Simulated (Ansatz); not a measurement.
CH$_{4}$FNbOS (`[CH3][Nb]([OH])([F])=[S]`). The species carries charge 0 and has multiplicity 1. Nb takes the def2 core potential. The geometry is a stationary point of PBE0-D4/def2-TZVP. It is one conformer, not always the lowest.

```xyz
9

C     0.737    1.136    0.251
Nb   -0.044   -0.773   -0.287
O    -1.884   -0.537   -0.533
F     0.870   -1.364   -1.800
S     0.339   -2.005    1.418
H     0.263    1.520    1.159
H     1.814    1.067    0.428
H     0.550    1.834   -0.574
H    -2.647   -0.878   -0.062
```

Task: What is the dipole moment at B3LYP/def2-TZVPP? (An estimate is asked.)

Result: Ansatz gave: 2.54 D, with components (-1.91, 1.67, -0.16) D in this frame, pointing from negative to positive charge.

Task: And with PBE, r2SCAN, ωB97M-V? (Best estimate.)

Result: Ansatz gave: PBE 2.52 D, r2SCAN 2.63 D, ωB97M-V 2.58 D.

Task: Give the Mulliken charges with B3LYP, PBE, ωB97M-V in def2-TZVPP. (Estimate.)

Result: The calculation gave: 
```
atom  B3LYP    PBE  ωB97M-V
  C1  -0.47  -0.47    -0.51
 Nb2   1.20   1.07     1.08
  O3  -0.50  -0.45    -0.48
  F4  -0.39  -0.34    -0.38
  S5  -0.41  -0.40    -0.34
  H6   0.12   0.12     0.14
  H7   0.12   0.12     0.14
  H8   0.11   0.11     0.13
  H9   0.22   0.22     0.21
```

B3LYP here is the variant with VWN-RPA as its local correlation; programs differ in this.
